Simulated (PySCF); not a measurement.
Working with the constants of CsRb⁺

UHF-CCSD(T) constants of CsRb⁺, ²Σ⁺ (doublet), unpaired electrons σ ↑ (Cs def2-SVPD with ECP46, Rb def2-SVPD with ECP28; scalar-relativistic core potentials (PySCF 2.14); masses 132.9054 and 84.9118 u):

- ωe: 34.2 cm⁻¹
- ωexe: 0.0496 cm⁻¹
- Be: 0.011738 cm⁻¹
- αe: 2.22e-05 cm⁻¹
- D (centrifugal): 5.52e-09 cm⁻¹
- De to Cs⁺ + Rb: 0.51 eV

Question: Give the vibrational terms G(v) and spacings up to v = 6.

Answer: G(v) = ωe(v+½) − ωexe(v+½)².

| v | G(v) (cm⁻¹) | G(v) − G(v−1) | Bv (cm⁻¹) |
| --- | --- | --- | --- |
| 0 | 17.1 |  | 0.01173 |
| 1 | 51.2 | 34.1 | 0.01170 |
| 2 | 85.2 | 34.0 | 0.01168 |
| 3 | 119.1 | 33.9 | 0.01166 |
| 4 | 152.9 | 33.8 | 0.01164 |
| 5 | 186.6 | 33.7 | 0.01162 |
| 6 | 220.2 | 33.6 | 0.01159 |

Question: How well does the Morse estimate ωe²/(4ωexe) reproduce De, and what is D0?

Answer: It gives 0.73 eV, 143 % of the computed De. D0 = De − G(0) = 0.51 − 0.00 = 0.51 eV.

Correlated steps freeze no core orbitals. Correlated levels converge slowly with the basis: in double zeta they bind strong bonds too weakly, by up to about 1 eV, and carry superposition errors of some tenths. Spin–orbit coupling is left out. For an ion De counts to the pair picked by the measured ionisation energies or electron affinities, which need not be the lowest pair at this level. The state was picked by a PBE0 search and need not be the measured ground state.
